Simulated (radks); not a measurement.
Values are calculated unless marked as measured or tabulated.
All-electron atom: Nb in [Kr] 4d4 5s1. Level of theory: scalar-relativistic Kohn-Sham, r2SCAN, spin-polarised, spherical densities, finite nucleus; open shells are filled with parallel spins first (spin-orbit coupling, left out, can overturn this in heavy ions); meta-GGA in the generalised Kohn-Sham scheme; Fermi nuclear charge, rms radius 4.324 fm; hard spherical wall at 20 bohr (a radial shooting solver on a logarithmic mesh with Libxc functionals).

Normalised radial functions P(r) = r R(r), r in bohr:

| r | 5p up |
|---|---|
| 0.004756 | 0.0017 |
| 0.006446 | 0.0030 |
| 0.008736 | 0.0051 |
| 0.01175 | 0.0084 |
| 0.01592 | 0.0139 |
| 0.02157 | 0.0224 |
| 0.02924 | 0.0344 |
| 0.03931 | 0.0495 |
| 0.05328 | 0.0662 |
| 0.0722 | 0.0779 |
| 0.09786 | 0.0736 |
| 0.1326 | 0.0415 |
| 0.1783 | -0.0190 |
| 0.2416 | -0.0901 |
| 0.3275 | -0.1225 |
| 0.4439 | -0.0705 |
| 0.5967 | 0.0540 |
| 0.8087 | 0.1813 |
| 1.096 | 0.2015 |
| 1.485 | 0.0662 |
| 2.013 | -0.1664 |
| 2.707 | -0.3806 |
| 3.668 | -0.4909 |
| 4.972 | -0.4480 |
| 6.738 | -0.3022 |
| 9.059 | -0.1579 |
| 12.28 | -0.0583 |
| 16.64 | -0.0132 |

5p up (empty): eigenvalue -1.225 eV, 3 radial nodes at r = 0.164, 0.531, 1.63 bohr, <r> = 4.90 bohr, 90 % of the charge inside 7.56 bohr.
